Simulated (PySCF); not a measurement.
Checking a proposed structure

A compound C7H5N gives the data below (simulated from a calculation) and was assigned the structure `C#Cc1ccncc1`.

¹³C{¹H} NMR (computed): δ 161.6 (CH), 157.1 (C), 149.1 (CH), 135.6 (CH), 129.1 (CH), 87.5 (CH), 80.3 (C).

¹H NMR (400 MHz, computed): δ 8.85 (dt, J = 5.4, 1.3 Hz, 1H), 7.95 (td, J = 8.6, 1.6 Hz, 1H), 7.67 (dd, J = 8.7, 1.0 Hz, 1H), 7.30 (dd, J = 8.4, 5.4 Hz, 1H), 3.46 (s, 1H).

Isolated molecule, a single conformation, non-relativistic Hamiltonian. Couplings computed with B3LYP/pcJ-1 (spin–dipole term only in couplings to heteroatoms); σ from GIAO-HF/pcSseg-2; PBE0-D3(BJ)/def2-SVP geometry; PySCF 2.14.

δ = σ(ref) − σ, references computed at the same level: TMS for ¹H, ¹³C.

**Question.** Compare with the shifts computed for the proposed structure, pairing carbons in order of shift.

**Answer.** Atoms are numbered as in `[CH:1]#[C:2][c:3]1[cH:4][cH:5][n:6][cH:7][cH:8]1`; H(Xn) means a hydrogen on atom n.

```json
{"atom": "C5", "computed for proposal": "162.0", "given list": "161.6", "difference": "+0.4"}
{"atom": "C7", "computed for proposal": "162.0", "given list": "157.1", "difference": "+4.9"}
{"atom": "C3", "computed for proposal": "145.5", "given list": "149.1", "difference": "-3.6"}
{"atom": "C4", "computed for proposal": "134.1", "given list": "135.6", "difference": "-1.5"}
{"atom": "C8", "computed for proposal": "134.1", "given list": "129.1", "difference": "+5.0"}
{"atom": "C1", "computed for proposal": "94.4", "given list": "87.5", "difference": "+6.9"}
{"atom": "C2", "computed for proposal": "76.6", "given list": "80.3", "difference": "-3.7"}
```

The rms difference is 4.2 ppm and the largest +6.9 ppm at C1 (terminal alkyne carbon). The proposal also would give 5 carbon signals, not 7. The carbon types in order of shift don't match either: CH, CH, C, CH, CH, CH, C for the proposal against CH, C, CH, CH, CH, CH, C in the data. The proposal doesn't fit.

**Question.** Which isomer fits?

**Answer.** 2-ethynylpyridine (C#Cc1ccccn1).

Carbon types of the structure: 2 × C, 5 × CH, which accounts for all hydrogens. δC 161.6: aromatic CH next to a ring nitrogen; the adjacent pyridine-type nitrogen withdraws density from it. δC 87.5: terminal alkyne carbon; sp carbons lie upfield of alkene carbons because the cylindrical π system leaves one tensor component strongly shielded. δC 80.3: alkyne carbon; the triple bond shields along its axis, which puts it between sp3 and sp2 carbons. δH 8.85: hydrogen on an aromatic CH next to a ring nitrogen; ring current plus the neighbouring ring nitrogen. The protons at 7.67 and 7.95 share a coupling of 8.7 Hz (vicinal, an ortho-type coupling). The protons at 7.95 and 7.30 share a coupling of 8.4 Hz (vicinal, an ortho-type coupling). The protons at 7.30 and 8.85 share a coupling of 5.4 Hz (vicinal, an ortho-type coupling).

The data come from this structure; uniqueness wasn't tested.

Multiplet labels drop couplings under 1 Hz and merge nearly equal ones. Unscaled 3J(H,H) at this level run about 10 % above measured values. Shifts are as computed, not scaled to solution data. Of 1211 compounds with measured shifts, 218 miss one by over three times the rms of a fit or turn the order of signals round; such compounds aren't used in these exercises.
